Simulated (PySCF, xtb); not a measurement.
C₃H₇FSi, SMILES F[SiH2]C1CC1. The values are those of a single conformer.

Harmonic wavenumbers (cm⁻¹) from GFN2-xTB in xtb at its own minimum, in rising order: 30, 150, 253, 277, 513, 573, 674, 726, 773, 810, 816, 847, 956, 1006, 1026, 1072, 1074, 1106, 1158, 1243, 1351, 1450, 1492, 2307, 2328, 3022, 3080, 3083, 3085, 3100.

What does PBE-D3(BJ)/def2-SVP (PySCF) give at its own minimum? (An estimate is asked for; the answer gives what the named calculation found.)

73, 138, 222, 311, 569, 666, 723, 773, 798, 830, 872, 906, 926, 933, 997, 1021, 1031, 1076, 1138, 1184, 1275, 1392, 1437, 2163, 2177, 3055, 3058, 3080, 3144, 3154. Paired by order, the mean absolute difference is 51 cm⁻¹ and the zero-point energies are 56.3 and 55.9 kcal/mol.
